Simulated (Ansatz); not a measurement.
## Abstraction of H: C2H6O2Si + CHBrCl → C2H5O2Si + CH2BrCl

Species: C2H6O2Si `CC(=O)O[SiH3]`, singlet; CHBrCl `Cl[CH]Br`, doublet; C2H5O2Si `CC(=O)O[SiH2]`, doublet; CH2BrCl `ClCBr`, singlet. A radical takes H: the energy is the difference in strength between the Si–H bond broken and the C–H bond made.

Shapes, held fixed at every level: PBE0-D4/def2-TZVP. Flexible molecules stand in one conformer, not always the lowest. Programs: Ansatz 0.2.0. The zero-point and thermal change to 298 K, harmonic and unscaled (PBE0-D4/def2-TZVP), is +9.9 kJ/mol.

```csv
level,kind,ΔH(298 K) (kJ/mol),less CCSD(T)/def2-TZVPP
MP2/def2-TZVPP,perturbation theory,-22.8,-11.5
HF/def2-TZVPP,Hartree–Fock,+1.0,+12.3
PBE0-D4/def2-TZVPP,global hybrid,-13.9,-2.6
r2SCAN0-D4/def2-TZVPP,global hybrid,-5.8,+5.5
wB97X-V/def2-TZVPP,range-separated hybrid,-5.2,+6.1
B2PLYP/def2-TZVPP,double hybrid,-9.5,+1.8
CCSD(T)/def2-TZVPP,coupled cluster or CI,-11.3,0.0
```

The highest level, CCSD(T)/def2-TZVPP, gives ΔH(298 K) = -11.3 kJ/mol; the levels span -22.8 to +1.0. They disagree on the sign: 1 of 7 are positive. The column of differences is taken from that level and isn't an error. No measured value is set beside it here. Open shells run unrestricted. Relativity is left out for Br. Outer-core shells of Br are correlated, in sets that cover them unevenly.
